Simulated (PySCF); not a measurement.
H2IMgN (SMILES [NH2][Mg][I]), singlet, at a GFN2-xTB geometry (such geometries of metal compounds can be far from the true shape) (core potentials on I), with bond 4-3 at 1.4 times its length; CASCI(4,6)+NEVPT2/def2-SVP run with PySCF.

The PySCF input:
```python
from pyscf import gto, scf, mcscf, mrpt
import numpy

mol = gto.Mole()
mol.atom = '''
    Mg   -1.594820   -0.295209    0.446853
    I     0.775211    0.259350   -0.448349
    N    -2.321072   -1.104873    1.981424
    H    -3.103830   -2.279379    1.846422
    H    -2.820667   -0.525141    2.645316
'''
mol.basis = 'def2-svp'
mol.ecp = {'I': 'def2-svp'}
mol.charge = 0
mol.spin = 0
mol.verbose = 4
mol.build()

mf = scf.RHF(mol)
mf.kernel()
mc = mcscf.CASCI(mf, 6, 4)
mc.fix_spin_(ss=0.0)
mc.kernel()
occ = numpy.linalg.eigvalsh(mc.fcisolver.make_rdm1(mc.ci, mc.ncas, mc.nelecas))[::-1]
ss = mc.fcisolver.spin_square(mc.ci, mc.ncas, mc.nelecas)[0]
print('natural occupations', occ.round(4), ' <S^2>', round(ss, 4))
e2 = mrpt.NEVPT(mc).kernel()
print('E(NEVPT2) = %.10f' % (mc.e_tot + e2))
```

Write the output that PySCF gives for this input, abridged.


```
PySCF version 2.14.0

[INPUT] verbose = 4
[INPUT] num. atoms = 5
[INPUT] num. electrons = 46
[INPUT] charge = 0
[INPUT] spin (= nelec alpha-beta = 2S) = 0
[INPUT] symmetry False subgroup None
[INPUT] Mole.unit = angstrom
[INPUT] Symbol           X                Y                Z      unit          X                Y                Z       unit  Magmom
[...]
nuclear repulsion = 123.65986318149
number of shells = 30
number of NR pGTOs = 135
number of NR cGTOs = 68
basis = def2-svp
ecp = {'I': 'def2-svp'}

******** <class 'pyscf.scf.hf.RHF'> ********
method = RHF
initial guess = minao
damping factor = 0
level_shift factor = 0
DIIS = <class 'pyscf.scf.diis.CDIIS'>
diis_start_cycle = 1
diis_space = 8
diis_damp = 0
SCF conv_tol = 1e-09
SCF conv_tol_grad = None
SCF max_cycles = 50
direct_scf = True
direct_scf_tol = 1e-13
Set gradient conv threshold to 3.16228e-05
Initial guess from minao.
init E= -519.522973547182
[...]
cycle= 1 E= -550.569157873889  delta_E=  -31  |g|= 2.25  |ddm|= 7.87
[...]
cycle= 2 E= -550.998355677231  delta_E= -0.429  |g|= 1.49  |ddm|= 5.67
[...]
cycle= 3 E= -551.726675095363  delta_E= -0.728  |g|= 0.31  |ddm|= 2.31
[...]
cycle= 4 E= -551.765302641492  delta_E= -0.0386  |g|= 0.131  |ddm|= 0.557
[...]
cycle= 5 E= -551.771128834081  delta_E= -0.00583  |g|= 0.0346  |ddm|= 0.156
[...]
cycle= 6 E= -551.772124533715  delta_E= -0.000996  |g|= 0.0129  |ddm|= 0.0802
[...]
cycle= 7 E= -551.772306058936  delta_E= -0.000182  |g|= 0.00456  |ddm|= 0.0334
[...]
cycle= 8 E= -551.772336214819  delta_E= -3.02e-05  |g|= 0.00138  |ddm|= 0.016
[...]
cycle= 9 E= -551.772338987693  delta_E= -2.77e-06  |g|= 0.000377  |ddm|= 0.00535
[...]
cycle= 10 E= -551.772339121891  delta_E= -1.34e-07  |g|= 9.58e-05  |ddm|= 0.00108
[...]
cycle= 11 E= -551.772339133186  delta_E= -1.13e-08  |g|= 2.69e-05  |ddm|= 0.00033
[...]
cycle= 12 E= -551.77233913413  delta_E= -9.44e-10  |g|= 7.85e-06  |ddm|= 9.56e-05
[...]
Extra cycle  E= -551.772339134198  delta_E= -6.75e-11  |g|= 4.56e-06  |ddm|= 1.62e-05
converged SCF energy = -551.772339134198

******** <class 'pyscf.mcscf.casci.CASCI'> ********
CAS (2e+2e, 6o), ncore = 21, nvir = 41
natorb = False
canonicalization = True
sorting_mo_energy = False
******** <class 'pyscf.fci.addons.SpinPenaltyFCISolver'> ********
max. cycles = 200
conv_tol = 1e-08
davidson only = True
linear dependence = 1e-12
level shift = 0.001
max iter space = 12
nroots = 1
pspace_size = 400
spin = None
[...]
CASCI E = -551.773030495595  E(CI) = -3.40883255602000  S^2 = 0.0000000
[...]
0 Mg 3s          0.52597
0 Mg 4s          0.22545
0 Mg 2px         0.00079
0 Mg 2py         0.00120
0 Mg 2pz        -0.00180
0 Mg 3px        -0.45825
0 Mg 3py        -0.06148
0 Mg 3pz         0.10130
0 Mg 4px        -0.16838
0 Mg 4py        -0.06630
0 Mg 4pz         0.07856
0 Mg 3dxy       -0.06301
0 Mg 3dyz        0.13617
0 Mg 3dz^2      -0.07232
0 Mg 3dxz        0.12954
0 Mg 3dx2-y2     0.08425
1 I 4s           0.00033
1 I 5s           0.07698
1 I 6s           0.08574
1 I 7s          -0.10866
1 I 4px         -0.00784
1 I 4py          0.00475
1 I 4pz         -0.00064
1 I 5px          0.01677
1 I 5py         -0.01121
1 I 5pz          0.00224
1 I 6px          0.01675
1 I 6py         -0.16151
1 I 6pz         -0.05176
1 I 7px          0.07906
1 I 7py          0.04030
1 I 7pz         -0.00470
1 I 4dxy         0.00509
1 I 4dyz        -0.00340
1 I 4dz^2        0.01554
1 I 4dxz         0.00356
1 I 4dx2-y2     -0.00103
1 I 5dxy         0.00158
1 I 5dyz        -0.00970
1 I 5dz^2       -0.00058
1 I 5dxz         0.00885
1 I 5dx2-y2      0.00698
2 N 1s           0.00094
2 N 2s          -0.25241
2 N 3s          -0.06177
2 N 2px         -0.20481
2 N 2py         -0.07041
2 N 2pz         -0.15867
2 N 3px          0.03591
2 N 3py          0.03686
2 N 3pz          0.00913
2 N 3dxy         0.00082
2 N 3dyz        -0.00224
2 N 3dz^2       -0.00527
2 N 3dxz         0.01483
2 N 3dx2-y2     -0.00291
3 H 1s           0.29003
3 H 2s           0.16880
3 H 2px         -0.01161
3 H 2py         -0.02471
3 H 2pz         -0.01360
4 H 1s           0.15606
4 H 2s           0.11835
4 H 2px          0.01588
4 H 2py          0.01218
4 H 2pz         -0.00384
<CAS-nat-orb|mo-hf>  22     23       0.98608610
<CAS-nat-orb|mo-hf>  23     22       0.98608465
<CAS-nat-orb|mo-hf>  24     25       0.90810096
<CAS-nat-orb|mo-hf>  25     24       0.59215996
<CAS-nat-orb|mo-hf>  25     25      -0.40973398
<CAS-nat-orb|mo-hf>  25     26      -0.58711735
<CAS-nat-orb|mo-hf>  26     26       0.65535159
<CAS-nat-orb|mo-hf>  26     27       0.71382086
<CAS-nat-orb|mo-hf>  27     24       0.74309871
<CAS-nat-orb|mo-hf>  27     27      -0.57072106
Sr    (-1)',   E = -0.00267918187384
Si    (+1)',   E = -0.00105220856807
Sijrs (0)  ,   E = -0.21716378615853
Sijr  (+1) ,   E = -0.03722990121138
Srsi  (-1) ,   E = -0.05211485849836
Srs   (-2) ,   E = -0.02729421071093
Sij   (+2) ,   E = -0.00386809372689
Sir   (0)' ,   E = -0.01014646270049
Nevpt2 Energy = -0.351548703448486
E(NEVPT2) = -552.1245791990
```
